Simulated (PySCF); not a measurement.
SeI2, SMILES I[Se]I.

Geometry optimised at B3LYP-D3(BJ)/def2-SVP. The def2 effective core potentials stand for the cores of I; spin–orbit coupling is left out.

Calculation: ωB97X/def2-TZVPD (PySCF).

Symmetry labels are those of the subgroup C2v that the program uses (full group C2v).

List the valence orbital energies around the gap with their symmetry. (Estimate from the structure and the level; the computed values follow.)


```json
[
 {"orbital": "HOMO−7", "symmetry": "A1", "energy (eV)": "-20.54"},
 {"orbital": "HOMO−6", "symmetry": "B2", "energy (eV)": "-13.05"},
 {"orbital": "HOMO−5", "symmetry": "A1", "energy (eV)": "-12.35"},
 {"orbital": "HOMO−4", "symmetry": "B1", "energy (eV)": "-11.80"},
 {"orbital": "HOMO−3", "symmetry": "A2", "energy (eV)": "-10.38"},
 {"orbital": "HOMO−2", "symmetry": "A1", "energy (eV)": "-10.35"},
 {"orbital": "HOMO−1", "symmetry": "B2", "energy (eV)": "-10.05"},
 {"orbital": "HOMO", "symmetry": "B1", "energy (eV)": "-8.89"},
 {"orbital": "LUMO", "symmetry": "A1", "energy (eV)": "-1.57"},
 {"orbital": "LUMO+1", "symmetry": "B2", "energy (eV)": "-0.84"},
 {"orbital": "LUMO+2", "symmetry": "B2", "energy (eV)": "1.43"},
 {"orbital": "LUMO+3", "symmetry": "A1", "energy (eV)": "1.53"}
]
```
